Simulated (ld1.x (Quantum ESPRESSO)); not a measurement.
Reading a pseudo-wave (boron (B))

Columns: radius, all-electron u(r) and pseudo u(r) of the 2s shell (level -25.39 eV) of boron in the configuration [He] 2s1.5 2p0; PBE, scalar-relativistic, ultrasoft scheme, ld1.x (Quantum ESPRESSO) 7.5.

| r (bohr) | all-electron | pseudo |
| --- | --- | --- |
| 0.100 | 0.3105 | -0.0720 |
| 0.200 | 0.3449 | -0.1444 |
| 0.300 | 0.2475 | -0.2176 |
| 0.400 | 0.0946 | -0.2915 |
| 0.500 | -0.0732 | -0.3658 |
| 0.600 | -0.2345 | -0.4395 |
| 0.700 | -0.3784 | -0.5113 |
| 0.800 | -0.5002 | -0.5795 |
| 0.900 | -0.5995 | -0.6419 |
| 1.000 | -0.6777 | -0.6966 |
| 1.100 | -0.7352 | -0.7416 |
| 1.200 | -0.7739 | -0.7751 |
| 1.300 | -0.7958 | -0.7958 |
| 1.400 | -0.8033 | -0.8033 |
| 1.500 | -0.7986 | -0.7986 |
| 1.600 | -0.7840 | -0.7840 |
| 1.700 | -0.7616 | -0.7616 |
| 1.800 | -0.7333 | -0.7333 |
| 1.900 | -0.7006 | -0.7006 |
| 2.000 | -0.6649 | -0.6649 |
| 2.100 | -0.6275 | -0.6275 |
| 2.200 | -0.5892 | -0.5892 |
| 2.300 | -0.5508 | -0.5508 |
| 2.400 | -0.5130 | -0.5130 |
| 2.500 | -0.4761 | -0.4761 |
| 2.600 | -0.4406 | -0.4406 |

(1) How many radial nodes do the two functions have?

(2) At about which radius was the pseudo-wave matched?

(3) Is the pseudo-wave norm-conserving?

## Answers

(1) The all-electron 2s function has n − l − 1 = 1; the pseudo-wave has 0, since the states of the same l below it are removed with the core.

(2) 1.35 bohr, where the columns begin to agree (steps of 0.10 bohr).

(3) No, it belongs to an ultrasoft set: the norm inside the radius is not constrained, and the difference is carried by the augmentation charge.
